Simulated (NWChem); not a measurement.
System: SiH2ClF; SMILES [SiH2](F)Cl

Parts of the log:

```
             Northwest Computational Chemistry Package (NWChem) 7.3.0
             --------------------------------------------------------

                             Geometry "geometry" -> ""
                             -------------------------

 Output coordinates in angstroms (scale by  1.889725989 to convert to a.u.)

  No.       Tag          Charge          X              Y              Z
 ---- ---------------- ---------- -------------- -------------- --------------
    1 Si                  14.0000    -0.50243000     0.56322500     0.00000000
    2 F                    9.0000     0.73827500     1.58248800     0.00000000
    3 Cl                  17.0000     0.21159500    -1.37030600     0.00000000
    4 H                    1.0000    -1.28807700     0.76306900    -1.23507900
    5 H                    1.0000    -1.28807700     0.76306900     1.23507900

 Effective nuclear repulsion energy (a.u.)     149.8951125100

                              NWChem Property Module
                              ----------------------

  itol2e modified to match energy
  convergence criterion.

                                 NWChem DFT Module
                                 -----------------

 Summary of "ao basis" -> "ao basis" (spherical)
 ------------------------------------------------------------------------------
       Tag                 Description            Shells   Functions and Types
 ---------------- ------------------------------  ------  ---------------------
 Si                         6-311g**                12       26   6s5p1d
 F                          6-311g**                 8       18   4s3p1d
 Cl                         6-311g**                12       26   6s5p1d
 H                          6-311g**                 4        6   3s1p

  itol2e modified to match energy
  convergence criterion.

            General Information
            -------------------
          SCF calculation type: DFT
          Wavefunction type:  closed shell.
          No. of atoms     :     5
          No. of electrons :    42
           Alpha electrons :    21
            Beta electrons :    21
          Charge           :     0
          Spin multiplicity:     1
          Use of symmetry is: off; symmetry adaption is: off
          Maximum number of iterations: 150
          AO basis - number of functions:    82
                     number of shells:    40
          Convergence on energy requested:  1.00D-07
          Convergence on density requested:  1.00D-05
          Convergence on gradient requested:  5.00D-04

              XC Information
              --------------
                         B3LYP Method XC Potential
                     Hartree-Fock (Exact) Exchange  0.200
                        Slater Exchange Functional  0.800 local
                    Becke 1988 Exchange Functional  0.720 non-local
              Lee-Yang-Parr Correlation Functional  0.810
                  VWN I RPA Correlation Functional  0.190 local

             Grid Information
             ----------------
          Grid used for XC integration:  fine
          Radial quadrature: Mura-Knowles
          Angular quadrature: Lebedev.
          Tag              B.-S. Rad. Rad. Pts. Rad. Cut. Ang. Pts.
          ---              ---------- --------- --------- ---------
          Si                  1.10      123           9.0       770
          F                   0.50       70           9.0       590
          Cl                  1.00      123          10.0       770
          H                   0.35       60          10.0       590
          Grid pruning is: on
          Number of quadrature shells:   436
          Spatial weights used:  Erf1

      Superposition of Atomic Density Guess
      -------------------------------------

 Sum of atomic energies:        -848.71834503

      Non-variational initial energy
      ------------------------------

 Total energy =    -849.275011
 1-e energy   =   -1474.103344
 2-e energy   =     474.933221
 HOMO         =      -0.385922
 LUMO         =       0.054042

   convergence    iter        energy       DeltaE   RMS-Dens  Diis-err
 ---------------- ----- ----------------- --------- --------- ---------
 d= 0,ls=0.0,diis     1   -850.8472161260 -1.00D+03  1.20D-02  1.47D+00
 d= 0,ls=0.0,diis     2   -850.8231124052  2.41D-02  8.17D-03  1.14D+00
 d= 0,ls=0.0,diis     3   -850.9037320579 -8.06D-02  2.26D-03  2.57D-01
 d= 0,ls=0.0,diis     4   -850.9205003509 -1.68D-02  8.17D-04  6.59D-03
 d= 0,ls=0.0,diis     5   -850.9212597012 -7.59D-04  1.89D-04  5.11D-04
  Resetting Diis
 d= 0,ls=0.0,diis     6   -850.9213120274 -5.23D-05  3.86D-05  1.73D-05
 d= 0,ls=0.0,diis     7   -850.9213138017 -1.77D-06  1.05D-05  5.68D-07
 d= 0,ls=0.0,diis     8   -850.9213137943  7.41D-09  5.53D-06  7.44D-07

         Total DFT energy =     -850.921313794317
      One electron energy =    -1475.633996114864
           Coulomb energy =      535.313563065514
    Exchange-Corr. energy =      -60.495993255015
 Nuclear repulsion energy =      149.895112510048

 Numeric. integr. density =       41.999999607559

                       DFT Final Molecular Orbital Analysis
                       ------------------------------------

 Vector   19  Occ=2.000000D+00  E=-3.887190D-01
              MO Center= -3.7D-01,  3.4D-01,  3.1D-08, r^2= 3.2D+00
   Bfn.  Coefficient  Atom+Function         Bfn.  Coefficient  Atom+Function
  ----- ------------  ---------------      ----- ------------  ---------------
    62      0.273481  3 Cl pz                39     -0.231265  2 F  pz
    35     -0.219146  2 F  pz                18      0.216891  1 Si pz
    73     -0.177824  4 H  s                 79      0.177824  5 H  s
    65      0.174253  3 Cl pz                53     -0.168897  3 Cl pz
    72     -0.166112  4 H  s                 78      0.166112  5 H  s

[...]

          -----------------------------------------
          Chemical Shielding Tensors (GIAO, in ppm)
          -----------------------------------------

                                NWChem CPHF Module
                                ------------------

  scftype          =     RHF
  nclosed          =       21
  nopen            =        0
  variables        =     1281
  # of vectors     =        3
  tolerance        = 0.10D-03
  level shift      = 0.00D+00
  max iterations   =       50
  max subspace     =       30

 SCF residual:    2.2329962883030019E-004

Iterative solution of linear equations
  No. of variables     1281
  No. of equations        3
  Maximum subspace       30
        Iterations       50
       Convergence  1.0D-04

   iter   nsub   residual    time
   ----  ------  --------  ---------
     1      3    2.93D-01      34.3
     2      6    6.53D-03      40.1
     3      9    5.41D-04      45.6
     4     12    2.14D-05      50.4

      Atom:    1  Si
        Diamagnetic
    878.0198      0.1837     -0.0000
      0.1837    884.6625     -0.0000
     -0.0000     -0.0000    872.3339

        Paramagnetic
   -523.0027     20.5753      0.0000
     20.5753   -533.9690      0.0000
      0.0000      0.0000   -553.4995

        Total Shielding Tensor
    355.0171     20.7589      0.0000
     20.7589    350.6935      0.0000
      0.0000      0.0000    318.8344

           isotropic =     341.5150
          anisotropy =      48.3173

          Principal Components and Axis System
                 1           2           3
              373.7265    331.9841    318.8344

      1         0.7428     -0.6695     -0.0000
      2         0.6695      0.7428     -0.0000
      3         0.0000     -0.0000      1.0000

      Atom:    2  F
        Diamagnetic
    479.8431     14.8091      0.0000
     14.8091    477.2473      0.0000
      0.0000      0.0000    459.7358

        Paramagnetic
   -150.2086    -23.4238     -0.0000
    -23.4238    -63.3242     -0.0000
     -0.0000     -0.0000   -179.2843

        Total Shielding Tensor
    329.6345     -8.6148     -0.0000
     -8.6148    413.9231     -0.0000
     -0.0000     -0.0000    280.4515

           isotropic =     341.3364
          anisotropy =     110.1873

          Principal Components and Axis System
                 1           2           3
              414.7946    328.7630    280.4515

      1        -0.1006      0.9949      0.0000
      2         0.9949      0.1006      0.0000
      3        -0.0000     -0.0000      1.0000

      Atom:    3  Cl
        Diamagnetic
   1145.9085     -2.2166     -0.0000
     -2.2166   1152.8204      0.0000
     -0.0000      0.0000   1144.8868

        Paramagnetic
   -208.4859      4.2160      0.0000
      4.2160   -154.2076     -0.0000
      0.0000     -0.0000   -465.9964

        Total Shielding Tensor
    937.4226      1.9994      0.0000
      1.9994    998.6128     -0.0000
      0.0000     -0.0000    678.8904

           isotropic =     871.6419
          anisotropy =     190.5541

          Principal Components and Axis System
                 1           2           3
              998.6780    937.3574    678.8904

      1         0.0326      0.9995     -0.0000
      2         0.9995     -0.0326      0.0000
      3        -0.0000      0.0000      1.0000

      Atom:    4  H
        Diamagnetic
     28.1499     -2.0326      7.1916
     -2.0326     25.2326     -2.3982
      7.1916     -2.3982     32.0527

        Paramagnetic
     -1.8490      0.6029     -3.0490
      0.6029     -0.0740      0.8540
     -3.0490      0.8540     -4.8260

        Total Shielding Tensor
     26.3009     -1.4297      4.1426
     -1.4297     25.1586     -1.5442
      4.1426     -1.5442     27.2267

           isotropic =      26.2287
          anisotropy =       8.0834

          Principal Components and Axis System
                 1           2           3
               31.6177     24.4738     22.5948

      1         0.6348      0.1929      0.7482
      2        -0.3098      0.9507      0.0177
      3         0.7079      0.2430     -0.6632
```

Level: B3LYP/6-311G** (spherical d), GIAO. Structure relaxed at the B3LYP/6-31G* (spherical d) level. The printed shielding anisotropy is the first printed principal value minus the mean of the other two.

Write an input that gives this output.

Several could match; the one computed here: the input that was run:
```
start job
memory heap 200 mb stack 900 mb global 1100 mb
geometry units angstroms noautosym nocenter noautoz
  Si    -0.502430     0.563225     0.000000
  F      0.738275     1.582488     0.000000
  Cl     0.211595    -1.370306     0.000000
  H     -1.288077     0.763069    -1.235079
  H     -1.288077     0.763069     1.235079
end
basis spherical
  Si library 6-311g**
  F library 6-311g**
  Cl library 6-311g**
  H library 6-311g**
end
dft
  xc b3lyp
  iterations 150
end
property
  shielding 4 1 2 3 4
end
task dft property
```
